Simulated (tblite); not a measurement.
Compound: C7H11 (doublet state).
Atom-mapped SMILES: `[CH2:1]/[CH:2]=[CH:3]/[CH:4]1[CH2:5][CH2:6][CH2:7]1` (hydrogens: H8, H9 on C1; H10 on C2; H11 on C3; H12 on C4; H13, H14 on C5; H15, H16 on C6; H17, H18 on C7)

Structure used (GFN2-xTB), in Å, numbered top down from 1:
```xyz
18
C7H11 angstrom
C      3.3138   -0.3179   -0.5741
C      2.1225   -0.4879    0.0747
C      0.9290    0.0861   -0.3163
C     -0.3495   -0.0973    0.3884
C     -1.1350    1.1886    0.7622
C     -2.4131    0.5771    0.1763
C     -1.5693   -0.5283   -0.4696
H      3.3830    0.2949   -1.4557
H      4.2162   -0.7866   -0.2276
H      2.1083   -1.1149    0.9587
H      0.9161    0.7163   -1.1950
H     -0.2201   -0.7506    1.2532
H     -1.1534    1.4308    1.8222
H     -0.7861    2.0562    0.2060
H     -2.9743    1.2104   -0.5075
H     -3.0895    0.1994    0.9405
H     -1.9085   -1.5501   -0.3160
H     -1.3987   -0.3665   -1.5319
```

Calculated harmonic vibrations of the isolated species, GFN2-xTB (tblite), most abundant isotopes, no scaling. This tight-binding method is rough: wavenumbers can miss measured ones by several per cent, in bad cases by 10 to 20. One conformer, not necessarily the lowest. Open shells enter through the occupations alone, without spin polarisation, and single modes of such species can be off by tens of per cent.

Harmonic wavenumbers (cm⁻¹): 47.9, 78.5, 147.0, 212.7, 362.9, 389.7, 450.1, 535.3, 689.4, 732.4, 767.0, 814.8, 815.6, 901.0, 970.7, 974.9, 984.8, 1030.8, 1033.8, 1040.0, 1094.8, 1179.0, 1184.2, 1199.2, 1223.3, 1229.7, 1241.1, 1251.4, 1258.4, 1261.2, 1287.3, 1353.1, 1459.5, 1470.6, 1471.6, 1492.9, 1502.1, 2965.8, 2997.1, 3007.4, 3014.2, 3018.2, 3019.8, 3022.7, 3040.7, 3066.3, 3114.1, 3151.1.

A = 8710, B = 1249, C = 1187 MHz; mass 95.086 u (most abundant isotopes); point group Cs, symmetry number 1; spin multiplicity 2.

Task: Zero-point energy?

Result: ½Σν̃ = 34278 cm⁻¹ = 410.06 kJ/mol.

Task: What is S at 273.15 K and 1 bar for an ideal gas of classical rigid rotors and harmonic oscillators?

Result: Translation 163.84, rotation 114.44, vibration 73.76, spin (R ln 2) 5.76: S = 357.8 J/(mol K).

Task: And Cp and H(273.15 K) − H(0)?

Result: Cp = 115.97 J/(mol K), of which vibrations give 82.72 (their classical limit is 48 R = 399.1); H(273.15 K) − H(0) = 19.68 kJ/mol without the zero-point energy, 10.59 from vibrations.

Task: What must be added to the electronic energy to get the Gibbs energy at 273.15 K and 1 bar?

Result: ZPE + [H(273.15 K) − H(0)] − T·S = 410.06 + 19.68 − 97.73 = 332.01 kJ/mol.

Task: How do the functions run with temperature in this model?

Result: 
```
T (K)  S (J/(mol K))  Cp (J/(mol K))  H − H(0) (kJ/mol)  G − H(0) (kJ/mol)  ln q(vib)
  100          275.7            61.6               4.77             -22.80       1.28
  200          326.2            88.9              12.22             -53.03       2.97
  300          369.2           127.0              22.94             -87.82       4.67
  500          453.1           205.0              56.44            -170.08       8.33
  800          567.6           281.3             130.44            -323.62      14.19
 1000          634.1           314.3             190.18            -443.91      18.04
```

q(vib) and H(0) count from the zero-point level.

Hindered rotation and anharmonicity are outside this model. Other conformers, if any are populated, would add a mixing term that is left out.
